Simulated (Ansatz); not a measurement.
A short molecular-dynamics run on C$_{2}$H$_{3}$OSb, SMILES `C#C[O][SbH2]`.

```yaml
crystal:
  periodic: [false, false, false]
  atoms:
    - {symbol: C, position_ang: [1.828960, 0.042671, 0.337373]}
    - {symbol: C, position_ang: [0.764932, -0.504721, 0.457087]}
    - {symbol: O, position_ang: [-0.361979, -1.102864, 0.595255]}
    - {symbol: Sb, position_ang: [-2.019813, -0.310910, -0.239584]}
    - {symbol: H, position_ang: [2.777917, 0.509771, 0.243669]}
    - {symbol: H, position_ang: [-1.674913, 1.278756, 0.295837]}
    - {symbol: H, position_ang: [-1.253804, 0.019098, -1.735237]}
basis:
  gaussian: {orbitals: def2-SVP}
hamiltonian: {xc: {name: PBE}, dispersion: d3bjatm}
md: {timestep: 0.5 fs, n_steps: 20, ensemble: nvt_nose_hoover, temperature: 300, initial_velocities: maxwell_boltzmann, seed: 545}
```

```sh
$ ansatz run in.yaml --threads 2 --pin off --events-out ev --progress --plain --max-ram 4352MiB
```

```json
{"step": "0", "time (fs)": "0.0", "potential energy (eV)": "-10696.5100", "kinetic (eV)": "0.1939", "T (K)": "300", "conserved (eV)": "-10696.3161"}
{"step": "1", "time (fs)": "0.5", "potential energy (eV)": "-10696.5055", "kinetic (eV)": "0.1894", "T (K)": "293", "conserved (eV)": "-10696.3161"}
{"step": "2", "time (fs)": "1.0", "potential energy (eV)": "-10696.5006", "kinetic (eV)": "0.1845", "T (K)": "285", "conserved (eV)": "-10696.3161"}
{"step": "3", "time (fs)": "1.5", "potential energy (eV)": "-10696.4954", "kinetic (eV)": "0.1793", "T (K)": "277", "conserved (eV)": "-10696.3161"}
{"step": "4", "time (fs)": "2.0", "potential energy (eV)": "-10696.4903", "kinetic (eV)": "0.1743", "T (K)": "270", "conserved (eV)": "-10696.3160"}
{"step": "5", "time (fs)": "2.5", "potential energy (eV)": "-10696.4859", "kinetic (eV)": "0.1699", "T (K)": "263", "conserved (eV)": "-10696.3160"}
{"step": "6", "time (fs)": "3.0", "potential energy (eV)": "-10696.4827", "kinetic (eV)": "0.1668", "T (K)": "258", "conserved (eV)": "-10696.3160"}
{"step": "7", "time (fs)": "3.5", "potential energy (eV)": "-10696.4813", "kinetic (eV)": "0.1654", "T (K)": "256", "conserved (eV)": "-10696.3159"}
{"step": "8", "time (fs)": "4.0", "potential energy (eV)": "-10696.4821", "kinetic (eV)": "0.1661", "T (K)": "257", "conserved (eV)": "-10696.3159"}
{"step": "9", "time (fs)": "4.5", "potential energy (eV)": "-10696.4848", "kinetic (eV)": "0.1689", "T (K)": "261", "conserved (eV)": "-10696.3160"}
{"step": "10", "time (fs)": "5.0", "potential energy (eV)": "-10696.4891", "kinetic (eV)": "0.1732", "T (K)": "268", "conserved (eV)": "-10696.3160"}
{"step": "11", "time (fs)": "5.5", "potential energy (eV)": "-10696.4943", "kinetic (eV)": "0.1783", "T (K)": "276", "conserved (eV)": "-10696.3161"}
{"step": "12", "time (fs)": "6.0", "potential energy (eV)": "-10696.4996", "kinetic (eV)": "0.1835", "T (K)": "284", "conserved (eV)": "-10696.3161"}
{"step": "13", "time (fs)": "6.5", "potential energy (eV)": "-10696.5040", "kinetic (eV)": "0.1879", "T (K)": "291", "conserved (eV)": "-10696.3162"}
{"step": "14", "time (fs)": "7.0", "potential energy (eV)": "-10696.5070", "kinetic (eV)": "0.1909", "T (K)": "295", "conserved (eV)": "-10696.3162"}
{"step": "15", "time (fs)": "7.5", "potential energy (eV)": "-10696.5082", "kinetic (eV)": "0.1921", "T (K)": "297", "conserved (eV)": "-10696.3162"}
{"step": "16", "time (fs)": "8.0", "potential energy (eV)": "-10696.5073", "kinetic (eV)": "0.1913", "T (K)": "296", "conserved (eV)": "-10696.3162"}
{"step": "17", "time (fs)": "8.5", "potential energy (eV)": "-10696.5046", "kinetic (eV)": "0.1886", "T (K)": "292", "conserved (eV)": "-10696.3161"}
{"step": "18", "time (fs)": "9.0", "potential energy (eV)": "-10696.5002", "kinetic (eV)": "0.1842", "T (K)": "285", "conserved (eV)": "-10696.3161"}
{"step": "19", "time (fs)": "9.5", "potential energy (eV)": "-10696.4945", "kinetic (eV)": "0.1785", "T (K)": "276", "conserved (eV)": "-10696.3161"}
{"step": "20", "time (fs)": "10.0", "potential energy (eV)": "-10696.4877", "kinetic (eV)": "0.1717", "T (K)": "266", "conserved (eV)": "-10696.3161"}
```

Velocities are drawn at the set temperature; a run this short doesn't reach equilibrium.

Frames (Å, forces in eV/Å):

```xyz
7
time=0.0 fs
C     1.829    0.043    0.337    1.679    0.871   -0.193
C     0.765   -0.505    0.457   -1.558   -0.862    0.213
O    -0.362   -1.103    0.595    0.298   -0.716    0.506
Sb   -2.020   -0.311   -0.240   -1.281   -0.061   -0.228
H     2.778    0.510    0.244    0.585    0.286   -0.057
H    -1.675    1.279    0.296    0.094    0.372    0.090
H    -1.254    0.019   -1.735    0.182    0.110   -0.332
7
time=0.5 fs
C     1.829    0.042    0.335    1.732    0.890   -0.183
C     0.764   -0.503    0.459   -1.403   -0.796    0.187
O    -0.359   -1.102    0.596    0.130   -0.770    0.501
Sb   -2.020   -0.311   -0.240   -1.341   -0.088   -0.024
H     2.784    0.503    0.255    0.522    0.262   -0.059
H    -1.670    1.276    0.302    0.079    0.360    0.090
H    -1.261    0.026   -1.722    0.281    0.142   -0.513
7
time=1.0 fs
C     1.829    0.041    0.332    1.761    0.894   -0.167
C     0.763   -0.502    0.462   -1.163   -0.688    0.153
O    -0.357   -1.102    0.597   -0.052   -0.831    0.497
Sb   -2.020   -0.311   -0.240   -1.395   -0.103    0.173
H     2.791    0.497    0.266    0.413    0.218   -0.059
H    -1.666    1.274    0.309    0.061    0.336    0.087
H    -1.268    0.034   -1.709    0.375    0.174   -0.683
7
time=1.5 fs
C     1.830    0.040    0.329    1.759    0.881   -0.144
C     0.761   -0.501    0.464   -0.846   -0.542    0.111
O    -0.354   -1.102    0.598   -0.246   -0.897    0.493
Sb   -2.021   -0.311   -0.241   -1.437   -0.105    0.354
H     2.799    0.491    0.277    0.270    0.159   -0.060
H    -1.661    1.274    0.315    0.041    0.301    0.079
H    -1.275    0.042   -1.698    0.458    0.203   -0.833
7
time=2.0 fs
C     1.831    0.039    0.326    1.718    0.848   -0.112
C     0.760   -0.500    0.466   -0.465   -0.365    0.063
O    -0.352   -1.101    0.599   -0.445   -0.966    0.488
Sb   -2.021   -0.311   -0.241   -1.464   -0.094    0.508
H     2.808    0.486    0.288    0.109    0.093   -0.062
H    -1.656    1.273    0.322    0.020    0.257    0.068
H    -1.279    0.050   -1.689    0.527    0.227   -0.954
7
time=2.5 fs
C     1.833    0.039    0.324    1.633    0.791   -0.070
C     0.758   -0.499    0.469   -0.037   -0.166    0.010
O    -0.349   -1.101    0.601   -0.644   -1.035    0.483
Sb   -2.021   -0.311   -0.241   -1.470   -0.067    0.627
H     2.817    0.481    0.299   -0.054    0.029   -0.067
H    -1.650    1.274    0.330   -0.003    0.205    0.053
H    -1.283    0.059   -1.683    0.575    0.243   -1.035
7
time=3.0 fs
C     1.835    0.039    0.321    1.503    0.712   -0.021
C     0.756   -0.499    0.471    0.419    0.044   -0.046
O    -0.347   -1.101    0.602   -0.837   -1.100    0.476
Sb   -2.022   -0.311   -0.242   -1.454   -0.026    0.703
H     2.826    0.476    0.310   -0.205   -0.028   -0.075
H    -1.645    1.275    0.337   -0.027    0.147    0.036
H    -1.286    0.068   -1.679    0.601    0.250   -1.072
7
time=3.5 fs
C     1.837    0.038    0.318    1.329    0.613    0.034
C     0.754   -0.498    0.474    0.880    0.257   -0.103
O    -0.344   -1.102    0.603   -1.015   -1.159    0.468
Sb   -2.022   -0.311   -0.242   -1.412    0.030    0.733
H     2.834    0.471    0.320   -0.332   -0.072   -0.086
H    -1.640    1.276    0.344   -0.051    0.087    0.017
H    -1.286    0.078   -1.677    0.601    0.244   -1.062
7
time=4.0 fs
C     1.839    0.038    0.315    1.115    0.496    0.092
C     0.753   -0.497    0.476    1.326    0.460   -0.159
O    -0.342   -1.102    0.605   -1.172   -1.207    0.456
Sb   -2.023   -0.312   -0.242   -1.346    0.098    0.717
H     2.842    0.465    0.330   -0.426   -0.101   -0.098
H    -1.636    1.278    0.351   -0.075    0.026   -0.003
H    -1.286    0.089   -1.678    0.578    0.227   -1.006
7
time=4.5 fs
C     1.842    0.039    0.312    0.870    0.367    0.152
C     0.752   -0.496    0.478    1.735    0.643   -0.211
O    -0.340   -1.103    0.606   -1.300   -1.239    0.442
Sb   -2.023   -0.312   -0.242   -1.257    0.177    0.660
H     2.848    0.460    0.340   -0.482   -0.113   -0.111
H    -1.631    1.279    0.359   -0.098   -0.034   -0.024
H    -1.284    0.100   -1.682    0.531    0.198   -0.908
7
time=5.0 fs
C     1.844    0.039    0.309    0.605    0.232    0.210
C     0.751   -0.495    0.480    2.089    0.797   -0.257
O    -0.339   -1.104    0.608   -1.392   -1.253    0.423
Sb   -2.024   -0.312   -0.243   -1.149    0.263    0.568
H     2.854    0.454    0.350   -0.498   -0.107   -0.123
H    -1.626    1.281    0.366   -0.121   -0.091   -0.045
H    -1.281    0.112   -1.687    0.466    0.158   -0.775
7
time=5.5 fs
C     1.847    0.039    0.307    0.329    0.095    0.263
C     0.750   -0.493    0.483    2.369    0.914   -0.296
O    -0.337   -1.105    0.609   -1.444   -1.245    0.399
Sb   -2.024   -0.312   -0.243   -1.026    0.353    0.449
H     2.858    0.448    0.359   -0.474   -0.086   -0.133
H    -1.622    1.282    0.373   -0.142   -0.143   -0.065
H    -1.277    0.124   -1.695    0.387    0.110   -0.617
7
time=6.0 fs
C     1.850    0.039    0.304    0.055   -0.036    0.310
C     0.750   -0.492    0.485    2.565    0.988   -0.327
O    -0.336   -1.106    0.611   -1.451   -1.212    0.371
Sb   -2.025   -0.312   -0.243   -0.893    0.443    0.314
H     2.861    0.442    0.369   -0.414   -0.050   -0.140
H    -1.618    1.283    0.380   -0.161   -0.189   -0.084
H    -1.271    0.136   -1.704    0.299    0.056   -0.444
7
time=6.5 fs
C     1.853    0.039    0.301   -0.203   -0.157    0.349
C     0.751   -0.490    0.487    2.668    1.015   -0.348
O    -0.335   -1.107    0.613   -1.414   -1.154    0.338
Sb   -2.025   -0.312   -0.243   -0.755    0.530    0.171
H     2.863    0.435    0.377   -0.324   -0.004   -0.145
H    -1.615    1.283    0.387   -0.179   -0.228   -0.101
H    -1.265    0.149   -1.714    0.206   -0.002   -0.265
7
time=7.0 fs
C     1.856    0.040    0.299   -0.433   -0.260    0.379
C     0.752   -0.488    0.489    2.673    0.993   -0.358
O    -0.334   -1.109    0.615   -1.332   -1.071    0.301
Sb   -2.026   -0.312   -0.244   -0.615    0.609    0.028
H     2.864    0.429    0.386   -0.213    0.050   -0.146
H    -1.612    1.283    0.394   -0.194   -0.260   -0.116
H    -1.259    0.161   -1.725    0.114   -0.060   -0.087
7
time=7.5 fs
C     1.859    0.040    0.296   -0.620   -0.341    0.399
C     0.753   -0.486    0.491    2.581    0.922   -0.358
O    -0.333   -1.110    0.617   -1.210   -0.964    0.260
Sb   -2.027   -0.312   -0.244   -0.477    0.679   -0.108
H     2.865    0.423    0.394   -0.091    0.106   -0.145
H    -1.609    1.282    0.400   -0.208   -0.283   -0.128
H    -1.252    0.174   -1.735    0.024   -0.118    0.081
7
time=8.0 fs
C     1.861    0.040    0.294   -0.751   -0.395    0.410
C     0.755   -0.484    0.493    2.396    0.805   -0.347
O    -0.333   -1.112    0.618   -1.052   -0.837    0.215
Sb   -2.027   -0.312   -0.244   -0.345    0.737   -0.234
H     2.866    0.417    0.402    0.029    0.160   -0.143
H    -1.607    1.281    0.406   -0.219   -0.298   -0.137
H    -1.245    0.186   -1.746   -0.059   -0.172    0.237
7
time=8.5 fs
C     1.864    0.040    0.292   -0.815   -0.418    0.413
C     0.758   -0.482    0.495    2.126    0.647   -0.326
O    -0.332   -1.114    0.620   -0.864   -0.692    0.168
Sb   -2.028   -0.312   -0.244   -0.219    0.781   -0.347
H     2.866    0.411    0.409    0.135    0.207   -0.141
H    -1.606    1.279    0.412   -0.228   -0.303   -0.143
H    -1.239    0.197   -1.756   -0.135   -0.222    0.376
7
time=9.0 fs
C     1.866    0.040    0.289   -0.804   -0.407    0.410
C     0.761   -0.479    0.496    1.782    0.453   -0.296
O    -0.332   -1.116    0.622   -0.655   -0.534    0.119
Sb   -2.029   -0.312   -0.244   -0.103    0.811   -0.444
H     2.867    0.406    0.416    0.215    0.243   -0.141
H    -1.605    1.276    0.417   -0.234   -0.300   -0.145
H    -1.232    0.208   -1.765   -0.202   -0.267    0.497
7
time=9.5 fs
C     1.869    0.040    0.287   -0.715   -0.363    0.402
C     0.764   -0.477    0.498    1.379    0.231   -0.258
O    -0.332   -1.118    0.624   -0.433   -0.368    0.071
Sb   -2.029   -0.312   -0.245    0.003    0.827   -0.526
H     2.869    0.402    0.423    0.262    0.266   -0.144
H    -1.604    1.273    0.422   -0.238   -0.287   -0.144
H    -1.227    0.219   -1.773   -0.259   -0.307    0.599
7
time=10.0 fs
C     1.871    0.039    0.285   -0.552   -0.288    0.393
C     0.768   -0.474    0.500    0.932   -0.011   -0.213
O    -0.332   -1.121    0.626   -0.205   -0.198    0.022
Sb   -2.030   -0.312   -0.245    0.098    0.828   -0.593
H     2.871    0.398    0.429    0.272    0.275   -0.152
H    -1.604    1.268    0.427   -0.239   -0.266   -0.139
H    -1.221    0.228   -1.780   -0.307   -0.340    0.682
```

Hardware: 2 threads of an AMD EPYC 9B14 on a shared host. Wall time 16 s, peak host memory 0.14 GiB.
